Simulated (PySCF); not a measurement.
Identify the compound

An unknown has the formula C4H12BN. Its calculated NMR data are:

1H NMR (400 MHz, computed): δ 3.43 (br s, 2H), 1.03 (t, 6H), 0.78 (q, 4H).

13C{1H} NMR (computed): δ 17.1 (CH2), 12.9 (CH3).

[PySCF 2.14.0 with density-fitted response routines: structure optimised with PBE0-D3(BJ)/def2-TZVP; GIAO B97-2/pcSseg-2 shieldings; one conformer; fast rotation and ring inversion assumed for equivalent nuclei; in vacuum; non-relativistic]

Chemical shifts δ = σref − σ; TMS for 1H and 13C, all at this level.

Question: Propose a structure and justify it.

Answer: 
- 2 carbon signals for 4 carbons: some carbons are equivalent by symmetry or fast rotation.
- Carbon types of the structure: 2 × CH2, 2 × CH3, leaving 2 H on heteroatoms.
- δC 17.1: sp3 CH2 bonded to B.
- δC 12.9: methyl carbon; a saturated carbon with 1 carbon neighbour and no heteroatom attached.
- δH 3.43: hydrogen on a nitrogen bonded to B; exchangeable, gas-phase position.
- δH 1.03: hydrogen on a methyl carbon.
- δH 0.78: hydrogen on an sp3 CH2 bonded to B.

Structure: aminodiethylborane (CCB(N)CC).

This is the structure that produced the data.

The OH or NH signal is concentration- and solvent-dependent in practice; the value given is the gas-phase one. A carbon bonded to boron is broadened by the quadrupolar boron nucleus and is often missing from a measured spectrum. Shifts are as computed. Against solution values, carbons near 30 ppm lie about +3 ppm off and those near 130 ppm about +7 ppm. Of 1211 compounds with measured shifts, 218 miss one by over three times the rms of a fit or turn the order of signals round; such compounds aren't used in these exercises. Multiplicities follow the n + 1 count of equivalent neighbours, as no J values were calculated; m marks all less simple cases, F and P coupling included.
